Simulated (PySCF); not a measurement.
Calculation: PBE0-D4/def2-TZVP (PySCF). Isolated molecules, 0 K electronic values unless said otherwise. One relaxed conformer stands for a flexible species; it need not be the lowest. Excitations are Tamm–Dancoff values on a coarser integration grid. The basis has no diffuse functions, so Rydberg states are missing or too high.

Reference species (SMILES): `Cl[SiH3]` (neutral, multiplicity 1).

The S1 oscillator strength is 0.008 and the T1 excitation (TDA) is 6.96 eV.

Changed species: `C[S@@](=O)[SiH2]Cl` (O–S–Si–Cl torsion 174°) (X = methylsulfinyl; the reference has X = H).

Q: Give the shifts of the S1 oscillator strength and T1 excitation (TDA).

A: the S1 oscillator strength hardly moves; the T1 excitation (TDA) falls by 2.99 eV, to 3.97 eV.
